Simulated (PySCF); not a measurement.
Species: C6H14N (doublet state).
SMILES with atom numbers: `[CH2:1][CH2:2][N:3]([CH2:4][CH3:5])[CH2:6][CH3:7]` (hydrogens: H8, H9 on C1; H10, H11 on C2; H12, H13 on C4; H14, H15, H16 on C5; H17, H18 on C6; H19, H20, H21 on C7)

Structure used (GFN2-xTB), in Å, numbered top down from 1:
```xyz
21
C6H14N angstrom
C      0.0653    2.3324   -0.3679
C      0.1383    1.4297    0.7916
N     -0.1057    0.0126    0.4404
C     -1.4656   -0.2617    0.0086
C     -1.9296   -1.6327    0.4985
C      0.8836   -0.5904   -0.4358
C      2.2966   -0.5340    0.1323
H     -0.8896    2.6509   -0.7435
H      0.9108    2.4413   -1.0217
H      1.1196    1.4693    1.2669
H     -0.6160    1.6850    1.5416
H     -1.5693   -0.2072   -1.0871
H     -2.1192    0.4971    0.4436
H     -1.3922   -2.4364    0.0030
H     -2.9908   -1.7551    0.2963
H     -1.7621   -1.7150    1.5688
H      0.6003   -1.6407   -0.5442
H      0.8708   -0.1434   -1.4445
H      2.9459   -1.1854   -0.4479
H      2.7041    0.4725    0.0898
H      2.2959   -0.8718    1.1653
```

The hyperfine couplings belong to this conformer and change with its torsions.

Computed with UKS B3LYP, pcH-1 on C H N, non-relativistic, mean-field spin-orbit, GIAO in PySCF. One conformer (not necessarily the lowest) at the GFN2-xTB geometry, without solvent, vibrations or thermal averaging. Couplings are sensitive to structure, and on GFN2-xTB geometries they can be far from those on DFT ones. The SCF solution wasn't tested for stability.

The Mulliken spin populations are largest on C1 (+1.06), N3 (+0.08) and C2 (-0.07). C1 is the only atom above +0.15. The angles at C1 add up to 357.5°, so it is nearly planar; its axial dipolar tensor and the negative couplings of its protons fit spin in a p orbital normal to that plane.

Q: McConnell's relation a(H) = Q·ρ ties the coupling of a proton on a planar π carbon to the spin population of that carbon. What Q do the computed values give?

A: 
```tsv
H	C	ρ(C)	a(H) (G)	a/ρ (G)
H8	C1	+1.055	-20.76	-19.7
H9	C1	+1.055	-20.85	-19.8
```

These protons share one ρ (within 0.01), so their mean ratio, Q = -19.7 G, is no test of linearity. In McConnell's picture π spin on carbon polarises the C–H bond and leaves opposite spin at the proton, which makes Q negative, as found here.

Q: List the C–H protons on four-coordinate carbons next to a three-coordinate spin centre, with their couplings and θ (C–H bond against the normal to the plane of the centre's neighbours, projected along the bond that joins the two).

A: 
```csv
β H,on,centre,θ (°),cos²θ,a (G)
H10,C2,C1,61,0.24,+7.26
H11,C2,C1,60,0.25,+7.43
```

Couplings in gauss use g_iso = 2.0027.

The run took 82 s of wall time (grids of density and orbitals included) on an Arm Neoverse V2 with one thread, no GPU, shared host with 32 logical CPUs at a one-minute load of 17, and the process peaked at 1.0 GiB of memory.
